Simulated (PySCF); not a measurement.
Ge(H)2(OH)2 (GeH₄O₂), SMILES [OH][GeH2][OH].

The structure is a stationary point at PBE0-D3(BJ)/def2-TZVP. The values are those of a single conformer.

All values below come from PBE0-D3(BJ)/def2-TZVP in PySCF.

Frequencies are harmonic and unscaled.

Computed harmonic wavenumbers and intensities:
```json
[
 {"mode": "1", "ν (cm⁻¹)": "210", "IR (km/mol)": "3.7", "moving atoms (share of kinetic energy)": "H 47 %, O 41 %, Ge 12 %"},
 {"mode": "2", "ν (cm⁻¹)": "236", "IR (km/mol)": "131.7", "moving atoms (share of kinetic energy)": "H 86 %, O 13 %"},
 {"mode": "3", "ν (cm⁻¹)": "319", "IR (km/mol)": "140.7", "moving atoms (share of kinetic energy)": "H 57 %, O 39 %"},
 {"mode": "4", "ν (cm⁻¹)": "544", "IR (km/mol)": "48.8", "moving atoms (share of kinetic energy)": "H 88 %"},
 {"mode": "5", "ν (cm⁻¹)": "669", "IR (km/mol)": "1.7", "moving atoms (share of kinetic energy)": "H 97 %"},
 {"mode": "6", "ν (cm⁻¹)": "713", "IR (km/mol)": "77.2", "moving atoms (share of kinetic energy)": "O 84 %, Ge 14 %"},
 {"mode": "7", "ν (cm⁻¹)": "716", "IR (km/mol)": "181.4", "moving atoms (share of kinetic energy)": "O 68 %, Ge 26 %"},
 {"mode": "8", "ν (cm⁻¹)": "806", "IR (km/mol)": "20.0", "moving atoms (share of kinetic energy)": "H 90 %, O 9 %"},
 {"mode": "9", "ν (cm⁻¹)": "861", "IR (km/mol)": "51.0", "moving atoms (share of kinetic energy)": "H 98 %"},
 {"mode": "10", "ν (cm⁻¹)": "929", "IR (km/mol)": "23.4", "moving atoms (share of kinetic energy)": "H 90 %, O 9 %"},
 {"mode": "11", "ν (cm⁻¹)": "944", "IR (km/mol)": "184.2", "moving atoms (share of kinetic energy)": "H 89 %, O 9 %"},
 {"mode": "12", "ν (cm⁻¹)": "2181", "IR (km/mol)": "64.7", "moving atoms (share of kinetic energy)": "H 99 %"},
 {"mode": "13", "ν (cm⁻¹)": "2188", "IR (km/mol)": "137.3", "moving atoms (share of kinetic energy)": "H 98 %"},
 {"mode": "14", "ν (cm⁻¹)": "3893", "IR (km/mol)": "73.1", "moving atoms (share of kinetic energy)": "H 94 %"},
 {"mode": "15", "ν (cm⁻¹)": "3895", "IR (km/mol)": "58.7", "moving atoms (share of kinetic energy)": "H 94 %"}
]
```
